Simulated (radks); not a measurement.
Results of a calculation; reference values are marked as such.
Task: Neutral tellurium, configuration [Kr] 4d8 5s2 5p4 5d2 (not the ground configuration). Level of theory: Dirac Kohn-Sham, exchange-only PBE, spin-unpolarised, spherical densities, finite nucleus; open shells fill j = l - 1/2 first; Fermi nuclear charge, rms radius 4.7423 fm (a radial shooting solver on a logarithmic mesh with Libxc functionals). Some entries of the table are withheld. Estimate them.

orbital,occ.,eigenvalue (hartree),<r^2> (bohr^2)
1s1/2,2,-1162.389,0.001048
2s1/2,2,-178.9905,0.01688
2p1/2,2,-167.7665,0.01250
2p3/2,4,-157.6788,0.01379
3s1/2,2,-36.32081,0.1185
3p1/2,2,-31.70767,0.1132
3p3/2,4,-29.82581,0.1215
3d3/2,4,-21.69177,0.1028
3d5/2,6,-21.29790,0.1052
4s1/2,2,(1),0.6471
4p1/2,2,-5.20766,0.7108
4p3/2,4,-4.83784,0.7598
4d3/2,4,-2.25486,0.9965
4d5/2,4,-2.19595,1.019
5s1/2,2,-0.88258,4.005
5p1/2,2,-0.49620,5.456
5p3/2,2,-0.45034,5.916
6s1/2,0,-0.07568,37.91
6p1/2,0,-0.02816,83.35
5d3/2,2,-0.02728,(2)
6p3/2,0,-0.02595,91.13
5d5/2,0,-0.02553,(3)

Result: 
(1) 4s1/2 eigenvalue (hartree): -6.80989
(2) 5d3/2 <r^2> (bohr^2): 34.29
(3) 5d5/2 <r^2> (bohr^2): 36.60
